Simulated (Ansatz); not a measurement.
SnSe2⁻. Total charge -1; doublet. Geometry PBE-D4/def2-TZVP, that of the neutral singlet; atoms count from 1.

Cartesian coordinates in Å:
```
Sn -0.4062 -0.9261 -1.1033
Se 0.2695 -0.4889 1.3263
Se 0.1367 1.4150 -0.2230
```

In the def2 sets Sn takes a core potential; there is no spin–orbit coupling. The highest occupied level of the charge -1 doublet lies above zero (up to 0.32 eV). By energy differences its removal costs 1.33 eV (vertical, to the charge 0 singlet, at PBE0-D4/def2-TZVPD); a positive level beside a positive removal energy at the same level points to self-interaction error. The structure comes from a short search, and lower isomers may exist.

**Question.** Estimate the Mulliken populations from the PBE0/def2-TZVPD orbitals of Ansatz.

**Answer.** 
```csv
atom,charge (e),spin (α − β)
Sn1,-0.09,0.99
Se2,-0.45,0.01
Se3,-0.45,0.01
```
Mulliken values and Mayer orders depend strongly on the basis. With diffuse functions, as here, like atoms can get unlike values, and bond orders can come out too low or too high.

**Question.** Where does the spin sit?

**Answer.** Summed by element: Sn 0.99, Se 0.01, of 1 unpaired in all. Largest on single atoms: Sn1 0.99, Se3 0.01, Se2 0.01.

**Question.** And the Mayer bond orders between bonded heavy atoms (over 0.3)?

**Answer.** Sn1–Se2 0.83 (2.56 Å); Sn1–Se3 0.83 (2.56 Å); Se2–Se3 0.93 (2.46 Å).
